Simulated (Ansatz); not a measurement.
**Question.** Name a neutral molecule of As, C, Si and H with HOMO–LUMO gap (B3LYP/def2-TZVPP) between 6.55 and 6.85 eV and HOMO energy (PBE0/def2-TZVPP) between -7.30 and -7.00 eV (Ansatz, PBE0-D4/def2-TZVP geometry).

**Answer.** `C[AsH][SiH3]` (6.72 eV, -7.04 eV). Other molecules can fit too; these were computed, each in one conformer that needn't be the lowest.

B3LYP here is the variant with VWN-RPA as its local correlation; programs differ in this.
